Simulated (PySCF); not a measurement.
`c1ccc2cscc2c1`, C8H6S

Geometry (Å), atoms numbered from 1 in this order:
```xyz
15

C    -2.0982   -0.4001   -0.1120
C    -1.8656    1.0051    0.0208
C    -0.5993    1.5043    0.1648
C     0.5106    0.6057    0.1837
C     1.8622    0.8961    0.3198
S     2.8032   -0.5200    0.2826
C     1.4589   -1.5428    0.0872
C     0.2752   -0.8168    0.0484
C    -1.0624   -1.2947   -0.0999
H    -3.1259   -0.7587   -0.2251
H    -2.7212    1.6872    0.0058
H    -0.4272    2.5799    0.2659
H     2.3317    1.8728    0.4379
H     1.5884   -2.6225    0.0101
H    -1.2459   -2.3684   -0.2020
```

Theory: PySCF 2.14.0, UKS PBE0/def2-SV(P) four-point reorganisation energy, gas phase. Geometry: PBE0/def2-SV(P).

(1) What is the inner reorganisation energy for hole transfer, with the ionisation energy?

Answers

(1) λ = 0.090 (surface of the oxidised species) + 0.088 (surface of the starting species) = 0.178 eV. The ionisation energy is 7.60 eV vertical and 7.51 eV adiabatic without zero-point energy; at the relaxed geometry of the oxidised species the two energies differ by 7.42 eV. Largest bond changes: C2–C3 1.369 → 1.399 Å, C9–C1 1.369 → 1.399 Å, C1–C2 1.431 → 1.401 Å, C8–C9 1.428 → 1.407 Å, C3–C4 1.428 → 1.407 Å. ⟨S²⟩ of the relaxed oxidised species 0.775.
